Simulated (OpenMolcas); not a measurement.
## Ni⁷⁺: from CASSCF to CASPT2

```
Program             : OpenMolcas
Basis               : ANO-RCC-VQZP [7s6p4d3f2g1h]
Scalar Hamiltonian  : DKH2, point nucleus
Active space        : 3 electrons in 5 orbitals (3d)
State averaging     : 2S+1 = 4 even, 10 roots; 2S+1 = 2 even, 40 roots
Spin-orbit coupling : state interaction with AMFI integrals over the reference wave functions, term energies averaged over their components
```

Methods on the same reference wave functions:
A. CASSCF
B. SS-CASPT2, IPEA 0.25 Eh, imaginary shift 0.1 Eh (closed shells correlated: 3s 3p)
C. MS-CASPT2, IPEA 0.25 Eh, imaginary shift 0.1 Eh (closed shells correlated: 3s 3p)

Energies in cm-1 above 3d3 4F 3/2, the measured ground level; measured values from Corliss and Sugar, J. Phys. Chem. Ref. Data 10, 197 (1981).

| Level | A | B | C | Measured |
| --- | --- | --- | --- | --- |
| 3d3 4F 3/2 | 0.0 | 0.0 | 0.0 | 0.0 |
| 3d3 4F 5/2 | 939 | 950 | 950 | 1012 |
| 3d3 4F 7/2 | 2190 | 2210 | 2210 | 2184 |
| 3d3 4F 9/2 | 3699 | 3710 | 3710 | 3721 |
| 3d3 4P 1/2 | 28323 | 24230 | 24200 | 23261 |
| 3d3 4P 3/2 | 28583 | 24500 | 24440 | 23710 |
| 3d3 2G 7/2 | 29457 | 26320 | 26320 |  |
| 3d3 4P 5/2 | 29824 | 25700 | 25700 | 24669 |
| 3d3 2G 9/2 | 30608 | 27510 | 27520 |  |
| 3d3 2P 1/2 | 38693 | 35750 | 33970 |  |
| 3d3 2H 9/2 | 38953 | 36300 | 36780 |  |
| 3d3 2H 11/2 | 39741 | 37110 | 37600 |  |
| 3d3 2D 5/2(1) | 43246 | 37110 | 37110 |  |
| 3d3 2F 7/2 | 65934 | 58850 | 58840 |  |
| 3d3 2F 5/2 | 66451 | 59350 | 59350 |  |
| 3d3 2D 5/2(2) | 102712 | 92090 | 92100 |  |
| 3d3 2D 3/2(2) | 103327 | 92700 | 92690 |  |

Deviations, from unrounded energies. A percentage is the sum of absolute deviations over the sum of measured energies, with the sign that they share, or ± where signs differ.

| Against measurement | Levels | A | B | C |
| --- | --- | --- | --- | --- |
| mean absolute deviation (cm-1) | 6 | 2500 | 480 | 470 |
| fine structure of the ground term (%) | 3 | ±1.5 | ±1.4 | ±1.4 |
| other terms of the ground configuration (%) | 3 | +21.1 | +3.9 | +3.8 |

B, C lie about equally close to measurement and A furthest from it. The largest miss of C in the table is 3d3 4P 5/2, by +1000 cm-1. The ranking rests on the paired levels alone, and a cruder setting can come out closer through cancelling errors.

Between B and C the level of the table that moves most is 3d3 2P 1/2, by 1800 cm-1 (lowest in C, highest in B). Moves below CASPT2's spread within the term are not significant.

The mean deviations of B to C differ by less than CASPT2's widest spread within a term (910 cm-1), so their order carries little weight.

From A to B the spin-free energies of the other terms of 3d3 shown, above 4F, scale by factors of 0.85 to 0.93, as is usual when dynamic correlation screens the repulsion within a d or f shell.

The lowest spin-free term lies below A's lowest term by 0.383 hartree in B, 0.383 hartree in C.

CASPT2 breaks the degeneracy within a term, and the mean is taken; among the terms shown or strongly mixed into the levels shown the widest spread is 910 cm-1 (3d3 2H, B). Without dynamic correlation excited terms often stand tens of per cent too high (terms of higher spin than the ground term too low), and those without a measured partner can miss by more than the paired ones (holds for A). The CASPT2 spread within a term exceeds the gap to the next term for 3d3 2P and 3d3 2D(1), 3d3 2D(1) and 3d3 2H, so the order of their levels is uncertain, and so are names and mixing where such terms share a J (holds for B). Computed and measured levels are paired by configuration, term and J; levels that our copy of the source lacks, or whose pairing is in doubt (as where it misses far off the trend of its configuration), stay unpaired and out of the deviations. Levels of configurations outside the active space are missing. The table leaves out levels that lie high or whose names do not pair safely across all columns.

A number in round brackets counts repeated terms of one configuration in the order of the reference energies.
